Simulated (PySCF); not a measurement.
A structure optimised at PBE-D3(BJ)/def2-SVP, used in a PySCF frequency run:

```xyz
9

O     -1.1929     0.5803     0.9711
Si    -0.3139    -0.2632    -0.1402
F     -0.5087    -1.8586     0.0846
F     -0.8449     0.0209    -1.6491
C      1.5040     0.2363     0.0510
F      1.5169     1.4469     0.7667
H     -0.6481     1.2853     1.3729
H      2.0139     0.3848    -0.9258
H      2.0772    -0.5287     0.6203
```
Charge 0, spin multiplicity 1.

Problem. Write its SMILES and formula.

Solution. O[Si](F)(F)CF, CH₃F₃OSi

Problem. What are its rotational constants (standard atomic weights)?

Solution. 3.8397, 1.9866, 1.9755 GHz
